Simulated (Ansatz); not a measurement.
```xyz
13

C     0.4312    1.2820   -1.8335
In   -0.1012    0.4807    0.0780
C     0.8455    0.0460    1.9497
S    -0.6419   -2.2342   -0.7505
Cl   -2.4871    0.6647    0.3981
H     1.3517    0.8309   -2.2056
H    -0.3791    1.0913   -2.5373
H     0.5763    2.3605   -1.7547
H     1.1161    0.9747    2.4546
H     0.1473   -0.5011    2.5835
H     1.7504   -0.5457    1.8047
H    -0.7006   -2.6749    0.5173
H    -1.9086   -1.7751   -0.7042
```

The species carries charge 0 and has multiplicity 1. In takes the def2 core potential.

Q: List the PBE/def2-TZVPP orbital energies in eV (the Gaussian-basis code of Ansatz). (Best estimate.)

A: The calculation gave: Occupied: -2737.42, -2397.09, -268.68, -268.64, -247.97, -210.05, -188.63, -188.53, -188.51, -156.20, -156.11, -155.97, -121.51, -79.24, -79.06, -78.92, -19.60, -19.13, -18.67, -18.42, -18.36, -18.27, -17.79, -16.48, -16.41, -11.93, -10.16, -9.84, -9.73, -9.65, -9.61, -9.54, -7.55, -6.93, -6.91, -6.53, -6.11. Lowest empty: -1.33, -0.91, -0.74, -0.63, 0.08, 0.32, 1.28, 1.79.
